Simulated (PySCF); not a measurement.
# As (arsenic, neutral) across methods

[Ar] 3d10 4s1 4p4, high-spin 4P determinant (an excited configuration). Calculation: PySCF 2.14, in aug-cc-pVDZ-PP with ECP10MDF (5s4p3d, 32 functions); a scalar-relativistic core potential.

```tsv
method	E (hartree)	mean ε 4s α (eV)	mean ε 4p α (eV)	mean ε 4p β (eV)	Σ⟨r²⟩ (bohr²)	⟨S²⟩
UHF	-330.88076	-24.529	-11.304	-6.118	43.76	3.801
MN15	-332.4777	-18.667	-8.241	-5.847	43.01	3.757
LDA	-331.5460	-16.512	-6.700	-4.643	42.38	3.756
PBE0	-332.0385	-18.484	-7.900	-5.267	42.28	3.759
PBE	-332.0653	-16.324	-6.638	-4.558	42.42	3.755
LC-wPBE	-332.1104	-21.983	-10.575	-7.562	41.90	3.758
r2SCAN	-331.9638	-17.322	-7.120	-4.600	42.11	3.765
wB97X	-332.0906	-21.208	-10.051	-7.392	42.11	3.759
```

(1) Estimate the same row for wB97M-V.

Energies and moments cover only the electrons outside the core potential.

Answers

(1) E (hartree) = -331.8714; mean ε 4s α (eV) = -21.095; mean ε 4p α (eV) = -9.928; mean ε 4p β (eV) = -7.204; Σ⟨r²⟩ (bohr²) = 42.49; ⟨S²⟩ = 3.758.
